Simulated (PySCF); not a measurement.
Isomers of H5B3O. All species are isolated molecules in the gas phase. One relaxed conformer stands for each flexible species; it need not be the lowest. Strings in code marks are SMILES.

These are PBE-D3(BJ)/def2-TZVP // r2SCAN-D4/def2-TZVP (PySCF) values and carry that method's errors. All candidates: neutral, multiplicity 1. Delta-SCF ions had no search for a lower state. Excitations are Tamm–Dancoff values on a coarser integration grid. The basis has no diffuse functions, so Rydberg states are missing or too high.

```yaml
vertical ionisation energy (Delta-SCF): 9.95 eV
T1 excitation (TDA): 3.21 eV
HOMO–LUMO gap: 3.67 eV
```

Task: Say which member has these values.
(A) `BBOB`
(B) `BB(B)O`
(C) `BBBO`

Result: A, `BBOB`. The others give `BB(B)O`: 9.31 eV, 1.92 eV, 2.35 eV; `BBBO`: 9.70 eV, 3.31 eV, 3.73 eV
